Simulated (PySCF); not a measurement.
Point-charge models of `C[C@@H]1COCCSS1` against its computed dipole.

Coordinates (GFN2-xTB, Å) and charges (e) from the PBE0/pcSseg-1 density (PySCF):

| atom | x | y | z | Mulliken | IAO | Hirshfeld | ESP-fitted |
| --- | --- | --- | --- | --- | --- | --- | --- |
| C1 | -2.535 | 0.492 | -0.343 | -0.2021 | -0.4236 | -0.1256 | -0.5579 |
| C2 | -1.225 | -0.162 | -0.745 | -0.4137 | -0.1939 | -0.0345 | +0.2699 |
| C3 | -0.519 | -0.772 | 0.466 | +0.1113 | -0.0562 | -0.0062 | -0.2149 |
| O4 | 0.744 | -1.331 | 0.177 | -0.5119 | -0.3974 | -0.1455 | -0.3385 |
| C5 | 1.859 | -0.661 | 0.715 | +0.0749 | -0.0489 | -0.0019 | +0.0897 |
| C6 | 2.312 | 0.558 | -0.085 | -0.3329 | -0.3630 | -0.0868 | -0.1402 |
| S7 | 1.005 | 1.844 | -0.179 | -0.0551 | +0.0162 | +0.0030 | -0.1160 |
| S8 | -0.154 | 1.058 | -1.633 | -0.0062 | +0.0046 | -0.0053 | -0.1886 |
| H9 | -3.193 | -0.236 | 0.128 | +0.1165 | +0.1405 | +0.0431 | +0.1339 |
| H10 | -2.351 | 1.303 | 0.360 | +0.1208 | +0.1462 | +0.0377 | +0.1642 |
| H11 | -3.033 | 0.901 | -1.218 | +0.1320 | +0.1544 | +0.0422 | +0.1613 |
| H12 | -1.384 | -0.933 | -1.502 | +0.1649 | +0.1571 | +0.0426 | +0.0973 |
| H13 | -1.154 | -1.588 | 0.837 | +0.1258 | +0.1443 | +0.0428 | +0.1460 |
| H14 | -0.438 | -0.017 | 1.258 | +0.1202 | +0.1259 | +0.0253 | +0.1249 |
| H15 | 2.667 | -1.400 | 0.709 | +0.1267 | +0.1540 | +0.0484 | +0.0670 |
| H16 | 1.662 | -0.361 | 1.754 | +0.1063 | +0.1192 | +0.0329 | +0.0726 |
| H17 | 2.561 | 0.285 | -1.109 | +0.1705 | +0.1619 | +0.0379 | +0.1121 |
| H18 | 3.167 | 1.027 | 0.398 | +0.1518 | +0.1588 | +0.0500 | +0.1170 |

Compute μ = Σ q r for each scheme (1 e·Å = 4.803 D) and compare with the dipole of the full density.

The full density gives (-0.06, -1.08, 1.65) D, 1.97 D in size; dipole vectors point from the negative to the positive end.

```csv
scheme,μx,μy,μz,size (D),share of the full size (%),angle to the full dipole (°)
Mulliken,-0.74,0.49,2.37,2.54,129,47
IAO,-0.21,0.62,1.47,1.61,82,56
Hirshfeld,0.10,0.22,0.46,0.52,26,60
ESP-fitted,-0.03,-1.05,1.66,1.96,99,1
```

Which set comes closest?

Length of the difference vector: ESP-fitted 0.05 D, IAO 1.72 D, Hirshfeld 1.77 D, Mulliken 1.86 D. Closest: ESP-fitted. ESP charges are fitted to the potential around the molecule, whose slowest-falling term is the dipole's. 

What is left for the Hirshfeld atoms' own dipoles?

The shares of the density sum to the whole, so what Σ q r misses lies in dipoles about the nuclei. The atomic dipoles sum to (-0.06, -1.08, 1.65) − (0.10, 0.22, 0.46) = (-0.16, -1.30, 1.19) D, 1.77 D in size.

With the origin at the mean of the coordinates, (0.000, 0.000, -0.001) Å, which are the largest single terms, by size, of the ESP-fitted dipole along the direction of the full one?

S8 +1.76, O4 -1.39, C1 +1.29, H13 +1.12, H11 -1.10 D; all 18 atoms together +1.96 D. The single terms depend on the origin, their sum doesn't.

Give the size of the full dipole in other units.

1.97 D = 0.775 au = 0.410 e·Å = 6.57 × 10⁻³⁰ C·m.

Geometry: GFN2-xTB, one conformer, isolated molecule.
